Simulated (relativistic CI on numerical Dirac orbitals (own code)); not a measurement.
## L2,3 absorption of nickel in several valence states

Computed multiplet spectra 2p⁶3dⁿ → 2p⁵3dⁿ⁺¹ (Dirac-Coulomb-Breit ions, Slater integrals scaled by 0.9, an assumed crystal field that grows with the charge, no charge transfer; 300 K; Lorentzian 0.4 eV and Gaussian 0.3 eV FWHM at both edges, so that L2 comes out sharper than in experiment). Peaks over 5 % are given in eV from the highest peak in the L3 region of each spectrum (height, largest 100). S of the lowest state is read from ⟨S²⟩, and the branching ratio is the share of L3, cut at the minimum between the edges.

Field parameters in Wybourne normalisation: Oh B⁴₀ = 21Dq, B⁴₄ = √(5/14) B⁴₀. The field is a parameter set, without covalency.

- Ni2+ (d8, Oh, 10Dq = 16500 cm⁻¹): S = 1.00, branching ratio 0.73; peaks 0.0 (100), 2.4 (24), 17.3 (25), 18.7 (24)
- Ni3+ (d7, Oh, 10Dq = 21300 cm⁻¹): S = 1.50, high spin, branching ratio 0.82; peaks -4.9 (72), -3.7 (18), -2.4 (74), -1.7 (82), 0.0 (100), 1.8 (16), 3.4 (7), 14.0 (5), 15.8 (21), 17.0 (20), 17.9 (24), 19.5 (6)

**Question.** What spin state follows for Ni4+ in Oh, 10Dq = 26100 cm⁻¹, and does its branching ratio lie nearer 2/3 or nearer 0.8?

**Answer.** Ni4+ (d6, Oh, 10Dq = 26100 cm⁻¹): S = 0.04, low spin, branching ratio 0.66; peaks -3.1 (8), 0.0 (100), 1.9 (16), 3.0 (35), 4.2 (6), 16.4 (47), 17.0 (46), 18.8 (14), 19.4 (14). High-spin states, above all those with an unquenched orbital moment, raise the ratio above the statistical 2/3; low spin and nearly empty shells keep it near or below 2/3.

The centroid of the whole edge, which also moves with the branching ratio, lies at 860.9 (Ni2+), 861.3 (Ni3+), 867.8 (Ni4+) eV in this ionic model, in steps of 0.4 to 6.5 eV. Compounds show about 1 to 2 eV a unit and lower energies for the high valences, since ligands screen the charge. The multiplet shape follows the d count and the spin state, and so serves as a fingerprint of valence. Real compounds of Ni3+ are mostly low spin, since covalency shrinks the Slater integrals more than this scale does.
